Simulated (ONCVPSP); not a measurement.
Which change was made? (As, ONCV)

```json
{"Element": "arsenic (As)", "Generator": "ONCVPSP 4.0.1", "Type": "optimised norm-conserving Vanderbilt (ONCV)", "Functional": "PBE", "Relativity": "scalar-relativistic", "Frozen core": "[Ar]", "Valence charge": "15", "Reference configuration": "3d10 4s1.5 4p3.5", "Partial waves": "4s: rc 1.65 bohr, ncon 4, nbas 7, qcut 3.7 1/bohr, 1 projector; 4p: rc 2.00 bohr, ncon 3, nbas 7, qcut 4.8 1/bohr, 3 projectors, debl 1.8 Ha; 3d: rc 1.15 bohr, ncon 5, nbas 9, qcut 12.4 1/bohr, 2 projectors, debl 2.6 Ha", "Local potential": "polynomial inside 1.15 bohr (lpopt 5, dvloc0 2 Ha)", "Core correction": "Teter function fitted to the true core (icmod 2), fcfact 0.55"}
```

Cutoffs, loose and tight: the cutoffs (Ha) at which the residual kinetic energy of the hardest occupied pseudo-wave falls to 1 and 0.1 mHa per electron. They do not see the model core or the augmentation charge, which bear on the density cutoff. Test errors are all-electron minus pseudo excitation energies from the reference, over the configurations 3d10 4s2 4p3; 3d10 4s2 4p2; 3d10 4s2 4p1; 3d10 4s1 4p0; variants that change the core or the reference have their own tests. The largest error is taken over the tests solved by every variant that gives reliable tests at all, those not shown here included: 3d10 4s2 4p1; 3d10 4s2 4p2; 3d10 4s2 4p3.

The base gives: outcome: generated; cutoff, loose: 77 Ha; cutoff, tight: 207 Ha; bound ghosts: none; GHOST(+) flags above zero: s; largest test error (meV): +2.6.

(1) After one change the result is: outcome: generated; cutoff, loose: 77 Ha; cutoff, tight: 207 Ha; bound ghosts: s; GHOST(+) flags above zero: p; largest test error (meV): -15. Which change was it?
A. local potential polynomial inside 1.15 bohr (lpopt 5, dvloc0 7.5 Ha)
B. local potential polynomial inside 1.15 bohr (lpopt 5, dvloc0 -0.5 Ha)
C. local potential polynomial inside 1.15 bohr (lpopt 5, dvloc0 3 Ha)
D. local potential polynomial inside 1.15 bohr (lpopt 5, dvloc0 5 Ha)

Answers

(1) B. The others give: local potential polynomial inside 1.15 bohr (lpopt 5, dvloc0 7.5 Ha) → outcome: generated; cutoff, loose: 77 Ha; cutoff, tight: 207 Ha; bound ghosts: none; GHOST(+) flags above zero: none; largest test error (meV): -4.7 | local potential polynomial inside 1.15 bohr (lpopt 5, dvloc0 3 Ha) → outcome: generated; cutoff, loose: 77 Ha; cutoff, tight: 207 Ha; bound ghosts: none; GHOST(+) flags above zero: s; largest test error (meV): -1.2 | local potential polynomial inside 1.15 bohr (lpopt 5, dvloc0 5 Ha) → outcome: generated; cutoff, loose: 77 Ha; cutoff, tight: 207 Ha; bound ghosts: none; GHOST(+) flags above zero: s; largest test error (meV): -3.6.
